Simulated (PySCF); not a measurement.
# Which determinant of GeN lies lowest?

Unrestricted PBE0; Ge def2-TZVPPD, N def2-TZVPPD; no relativity (PySCF 2.14). Outer shells of the fragments: Ge 3d10 4s2 4p2; N 2s2 2p3.

Followed along the bond (rough minima from three points):

| 2Ms+1 | unpaired | ⟨S²⟩ at the start | R at minimum (Å) | Te (eV) |
| --- | --- | --- | --- | --- |
| 2 | π ↑ | 0.80 | 1.74 | 0.00 |
| 2 | σ ↑ | 0.92 | 1.67 | 0.04 |
| 4 | π ↑↑↑ | 3.76 | none in the scan | ≤ 1.83 |
| 6 | σ ↑, π ↑↑↑↑ | 8.76 | none in the scan | ≤ 4.00 |

Solutions found at the starting distance of 1.815 Å, counted from the lowest of them; the search is not exhaustive and high or unbound solutions are not listed, so other states can lie among these:

| 2Ms+1 | unpaired | term | E (eV) | ⟨S²⟩ | ⟨Lz²⟩ | μ (D) |
| --- | --- | --- | --- | --- | --- | --- |
| 2 | π ↑ | ²Π | 0.00 | 0.80 | 1.01 | -3.11 |
| 2 | σ ↑ | ²Σ⁺ | 0.31 | 0.92 | 0.00 | -3.28 |
| 4 | π ↑↑↑ | ⁴Π | 2.03 | 3.76 | 1.01 | -0.68 |
| 4 | σ ↑, π ↑↑ | mixed | 2.16 | 3.77 | 2.01 | -1.52 |
| 2 | π ↑↑↓ | mixed | 2.60 | 1.76 | 3.02 | -0.64 |
| 4 | σ ↑, π ↑↑ | mixed | 2.61 | 3.76 | 2.01 | -1.61 |

A term symbol is given only where ⟨S²⟩ and ⟨Lz²⟩ are close to those of a pure state; real π, δ and φ orbitals otherwise mix terms. A positive dipole means Ge(−)N(+).

Compare the gap between the two lowest followed solutions at the starting distance with the gap between their minima.

At PBE0 the second solution (doublet, unpaired electrons σ ↑) lies +0.31 eV from the first (doublet, unpaired electrons π ↑) at 1.815 Å and +0.04 eV at the minima; the two curves relax by different amounts, since their minima lie near 1.67 and 1.74 Å. A gap this small is a tie at this level.

Spin–orbit coupling is left out. Counting both spins, an empty level lies below a filled one in some of these solutions, because spin and occupation are held.
